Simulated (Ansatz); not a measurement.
Born–Oppenheimer molecular dynamics of AlH$_{7}$O$_{3}$Si$_{2}$ (13 atoms, charge 0, multiplicity 1). It starts from a relaxed structure.

Computed with Ansatz 0.2.0, RKS PBE0/6-31G.

```yaml
ensemble: NVT, Langevin thermostat
time_step: 0.5 fs
steps_asked: 100
set_temperature: 1000 K
friction: 0.005 /fs
seed: 378328
```

First frame:

```xyz
13
Properties=species:S:1:pos:R:3
Al -0.080 -0.458 0.266
O 0.168 0.495 1.653
H -0.274 0.956 2.362
O 1.276 -0.979 -0.602
Si 2.692 -1.435 -1.396
H 2.396 -2.518 -2.399
H 3.284 -0.255 -2.121
H 3.703 -1.957 -0.410
O -1.645 -0.877 -0.238
Si -3.131 -1.367 -0.870
H -3.552 -2.674 -0.253
H -4.183 -0.332 -0.574
H -3.039 -1.543 -2.363
```

Problem. How far do the bonds stretch over the last three quarters of this one trajectory? (Pairs bonded in most of those frames.)

Solution. 
```
    bond  mean (Å)  spread (Å)  shortest  longest
  Al1–O2     1.715       0.055      1.64     1.78
  Al1–O4     1.726       0.011      1.71     1.74
  Al1–O9     1.768       0.080      1.64     1.87
   O2–H3     0.957       0.016      0.92     0.98
  O4–Si5     1.711       0.009      1.70     1.73
  Si5–H6     1.513       0.022      1.47     1.57
  Si5–H7     1.509       0.012      1.49     1.53
  Si5–H8     1.512       0.022      1.47     1.54
 O9–Si10     1.763       0.029      1.72     1.82
Si10–H11     1.508       0.029      1.47     1.56
Si10–H12     1.511       0.049      1.43     1.58
Si10–H13     1.528       0.110      1.36     1.70
```

Mean temperature of the second half: 598 K. The mean temperature of the second half is 40 % below the set value. A run of 0.05 ps of so small a system gives no equilibrium averages. Limits of this set-up: no polarisation functions.

Time of the run: 8.6 min on 1 thread of Arm Neoverse V2 (shared host), peak memory 0.19 GiB.
